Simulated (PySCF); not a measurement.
Molfile (atoms numbered from 1):
```
C4H10BF3O
     RDKit          3D

 19 18  0  0  0  0  0  0  0  0999 V2000
   -1.6943   -1.2236   -0.5187 C   0  0  0  0  0  0  0  0  0  0  0  0
   -0.5914   -0.3265   -1.0084 C   0  0  0  0  0  0  0  0  0  0  0  0
   -0.0611    0.4623    0.0889 O   0  0  0  0  0  0  0  0  0  0  0  0
    1.3605    0.3310    0.3120 C   0  0  0  0  0  0  0  0  0  0  0  0
    1.6802   -0.9783    0.9821 C   0  0  0  0  0  0  0  0  0  0  0  0
   -0.6403    2.0099    0.1919 B   0  0  0  0  0  0  0  0  0  0  0  0
   -0.2761    2.3939    1.4416 F   0  0  0  0  0  0  0  0  0  0  0  0
   -1.9759    1.8546   -0.0041 F   0  0  0  0  0  0  0  0  0  0  0  0
    0.0002    2.6735   -0.8125 F   0  0  0  0  0  0  0  0  0  0  0  0
   -2.0955   -1.7963   -1.3580 H   0  0  0  0  0  0  0  0  0  0  0  0
   -2.5004   -0.6300   -0.0891 H   0  0  0  0  0  0  0  0  0  0  0  0
   -1.3279   -1.9235    0.2342 H   0  0  0  0  0  0  0  0  0  0  0  0
   -0.9407    0.3775   -1.7643 H   0  0  0  0  0  0  0  0  0  0  0  0
    0.2411   -0.8936   -1.4277 H   0  0  0  0  0  0  0  0  0  0  0  0
    1.6237    1.1755    0.9453 H   0  0  0  0  0  0  0  0  0  0  0  0
    1.8678    0.4467   -0.6494 H   0  0  0  0  0  0  0  0  0  0  0  0
    1.1543   -1.0596    1.9343 H   0  0  0  0  0  0  0  0  0  0  0  0
    2.7537   -1.0292    1.1751 H   0  0  0  0  0  0  0  0  0  0  0  0
    1.4141   -1.8355    0.3600 H   0  0  0  0  0  0  0  0  0  0  0  0
  1  2  1  0
  2  3  1  0
  3  4  1  0
  4  5  1  0
  3  6  1  0
  6  7  1  0
  6  8  1  0
  6  9  1  0
  1 10  1  0
  1 11  1  0
  1 12  1  0
  2 13  1  0
  2 14  1  0
  4 15  1  0
  4 16  1  0
  5 17  1  0
  5 18  1  0
  5 19  1  0
M  CHG  2   3   1   6  -1
M  END
```

Geometry: PBE0-D3(BJ)/def2-TZVP; GIAO absolute shieldings from PySCF 2.14.0 with density-fitted response routines, gas phase, non-relativistic, averaged over equivalent atoms.

At KT3/pcSseg-2 (464 basis functions, 2.5 min wall time on 1 thread of an Intel Xeon, shared host):
| atoms | σ (ppm) |
| --- | --- |
| C2/C4 | 108.4 |
| C1/C5 | 166.0 |
| O3 | 235.5 |
| B6 | 98.3 |
| F7/F8/F9 | 338.4 |
| H13/H14/H15/H16 | 27.54 |
| H10/H11/H12/H17/H18/H19 | 30.29 |

Q: Estimate the result of repeating the calculation with PBE0/pcSseg-2.

A: 
```
                  atoms  σ at PBE0/pcSseg-2  change
                  C2/C4               111.2    +2.8
                  C1/C5               169.5    +3.5
                     O3               249.5   +14.0
                     B6                98.7    +0.4
               F7/F8/F9               343.5    +5.1
        H13/H14/H15/H16               27.50   -0.04
H10/H11/H12/H17/H18/H19               30.19   -0.10
```

The largest change is at O3 (donor oxygen of a Lewis adduct). Cost: 464 basis functions, 2 min wall time on 1 thread of an Intel Xeon, shared host.
